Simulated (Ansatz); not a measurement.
A nudged elastic band was laid between two geometries of a periodic cell of 13 atoms, Ir12F (surface Ir(111), adsorbate F).

Method: DFT PBE, scalar-relativistic, plane waves, PAW (Ansatz). Settings: cutoff 420 eV, k mesh 4x4x1, gaussian smearing 0.1 eV, no spin polarisation.

```
movable images  : 5
climbing image  : yes
spring          : 5.0 eV/Å²
optimiser       : quadratic models (default)
start path      : straight line
force threshold : 0.05 eV/Å
iteration limit : 34
end points      : relaxed
atoms held      : 1 to 4
```

Image 0:

```xyz
13
Lattice="5.4306 0.0000 0.0000 2.7153 4.7030 0.0000 0.0000 0.0000 16.4340" Properties=species:S:1:pos:R:3
Ir 1.358 0.784 1.000
Ir 4.073 0.784 1.000
Ir 2.715 3.135 1.000
Ir 5.431 3.135 1.000
Ir -0.007 1.572 3.197
Ir 2.722 1.572 3.196
Ir 1.358 3.919 3.180
Ir 4.073 3.911 3.195
Ir -0.004 -0.003 5.354
Ir 2.719 -0.002 5.354
Ir 1.358 2.357 5.354
Ir 4.073 2.351 5.447
F 4.071 2.353 7.411
```

Image 6:

Only the atoms that move by more than 0.05 Å are listed.
```
Ir11 1.358 2.351 5.447
Ir12 4.073 2.357 5.354
F13 6.787 2.353 7.411
```

Problem. What changes between the two ends?

Solution. Contacts lost: Ir12–F13. Contacts made: Ir11–F13. The atom that moves furthest is F13, by 2.72 Å.

Problem. Give the energies along the band, and the barrier.

Solution. It converged. The highest image is number 3 of 0 to 6, 0.259 eV above the ends, which have the same energy within 2 meV. By the program's own check the climbing image is of a kind that is not told: the force calls were inconclusive, a negative curvature could not be distinguished from the path's own, the only one lies far off the path, or fixed occupations may fill a level only in part (lowest curvatures found: 0.11 and 0.54 eV/Å²). Limits of this set-up: coarse k mesh, thin slab, slab without dipole correction, odd electron count without spin.

```
image  path coordinate (Å)  energy (eV)  Ir12–F13 (Å)  Ir11–F13 (Å)
    0                 0.00        0.000          1.96          3.41
    1                 0.48        0.063          1.98          3.08
    2                 0.96        0.214          2.04          2.67
    3                 1.44        0.259          2.23          2.24
    4                 1.92        0.216          2.66          2.04
    5                 2.40        0.064          3.08          1.98
    6                 2.88        0.000          3.41          1.96
```

Problem. What is the geometry of the highest image?

Solution. 
```xyz
13
Lattice="5.4306 0.0000 0.0000 2.7153 4.7030 0.0000 0.0000 0.0000 16.4340" Properties=species:S:1:pos:R:3
Ir 1.358 0.784 1.000
Ir 4.073 0.784 1.000
Ir 2.715 3.135 1.000
Ir 5.431 3.135 1.000
Ir 0.000 1.572 3.146
Ir 2.715 1.595 3.291
Ir 1.356 3.928 3.169
Ir 4.075 3.928 3.169
Ir 0.000 -0.019 5.342
Ir 2.715 0.032 5.353
Ir 1.344 2.342 5.396
Ir 4.087 2.342 5.397
F 5.428 2.573 7.166
```

The run took 12 min on 4 threads of Arm Neoverse V2, on a shared host, peak memory 3.9 GiB.
